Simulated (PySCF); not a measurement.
**Computed data sheet: `O=C(O)C1OCOCO1`**

C4H6O5.
Numbering: `[O:1]=[C:2]([OH:3])[CH:4]1[O:5][CH2:6][O:7][CH2:8][O:9]1` (hydrogens: H10 on O3; H11 on C4; H12, H13 on C6; H14, H15 on C8)

Among its groups: carboxylic acid and ether.

GFN2-xTB geometry:

```
Point group of the GFN2-xTB geometry                  : C1
Rotational constants A, B, C of the GFN2-xTB geometry : 2.938, 1.483, 1.243 GHz
```

PBE0/def2-SVPD ground state and vertical TDDFT (core frozen in the response) (PySCF):

```
Dipole moment                                                     : 2.05 D
HOMO energy                                                       : -7.93 eV
LUMO energy                                                       : -0.71 eV
HOMO–LUMO gap                                                     : 7.22 eV
Lowest singlet excitation                                         : 5.36 eV (231 nm, f = 0.001)
Strongest line among the 6 lowest singlet transitions             : S4 at 7.08 eV (175 nm, f = 0.042)
Lowest triplet excitation (Tamm–Dancoff)                          : 4.81 eV
Static isotropic polarisability                                   : 63.7 au
Electronic spatial extent ⟨r²⟩ about the centre of nuclear charge : 1001 bohr²
```

PBE0/pcSseg-1 ground state and GIAO shieldings, non-relativistic (PySCF):

```
Lowest Hirshfeld atomic charge                              : -0.26 e on O1
Highest Hirshfeld atomic charge                             : +0.20 e on C2
13C chemical shifts (computed TMS as zero) by class         : 173.0 (C2), 95.9 (C4), 92.5 (C6/C8) ppm
1H chemical shifts (computed TMS as zero) by class          : 6.58 (H10), 5.53 (H11), 5.48 (H12/H15), 5.23 (H13/H14) ppm
Isotropic shieldings of nuclei other than C and H, by class : -119 (O1), 127 (O3), 236 (O5/O9), 238 (O7) ppm
Mayer bond orders between heavy atoms                       : O1–C2 1.97, C2–O3 1.15, C2–C4 0.88, C4–O5 0.99, O5–C6 0.93, C6–O7 0.95, O7–C8 0.98, C8–O9 0.95, O9–C4 0.97
```

Monoisotopic mass (most abundant isotopes): 134.0215 u.

With B = h/(8π²I), that is 505.379 GHz u Å² over I, the principal moments of inertia are 172.0, 340.8 and 406.7 u Å² (most abundant isotopes). The 6 singlets span 5.36 to 7.72 eV, and their oscillator strengths add up to 0.09. The rotational constants make it an asymmetric top with κ = (2B − A − C)/(A − C) = -0.72, nearer the prolate limit (−1). The vertical singlet–triplet gap S1 − T1 is 0.55 eV (TDDFT singlet less Tamm–Dancoff triplet; S1: HOMO→LUMO, weight 0.82; T1: HOMO→LUMO, weight 0.78). The polarisability is 9.44 Å³ as a volume (1 au = 0.148185 Å³), or 0.91 au for each of the 70 electrons. In atomic units the dipole is 0.81 e·bohr (1 au = 2.5417 D).

Isolated species at its GFN2-xTB geometry (one conformer only). NMR classes are plain means over equivalent atoms (diastereotopic ones count apart unless rotation or inversion swaps them), as if these changed places fast; in this geometry the members of some classes differ.

For the TDDFT job (PBE0/def2-SVPD), the run took about 1.8 min of CPU time (one thread, shared machine).
